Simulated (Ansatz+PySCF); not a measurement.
A calculation with PySCF 2.14.0.

```python
from pyscf import gto, scf

mol = gto.M(atom="""
C 0.000000 0.000000 -1.669130
I 0.000000 0.000000 0.301010
H 0.000000 -0.958630 -1.979590
H -0.830190 0.479310 -1.979590
H 0.830190 0.479310 -1.979590
""", basis='def2-svp', ecp={'I': 'def2-svp'}, charge=0, spin=0)
mf = scf.UHF(mol)
mf.init_guess = '1e'
mf.kernel()
while True:  # follow internal instabilities
    mo, _, stable, _ = mf.stability(return_status=True)
    if stable: break
    mf.kernel(mf.make_rdm1(mo, mf.mo_occ))
print(mf.converged, mf.e_tot, mf.spin_square()[0])
```

The script is written out from the run's settings. The basis set brings a core potential for I, so the total leaves out those core electrons.

The run gave:

```yaml
Converged: yes
Total_energy: -336.20652 hartree
Spin_squared_of_the_determinant: 0.000
```
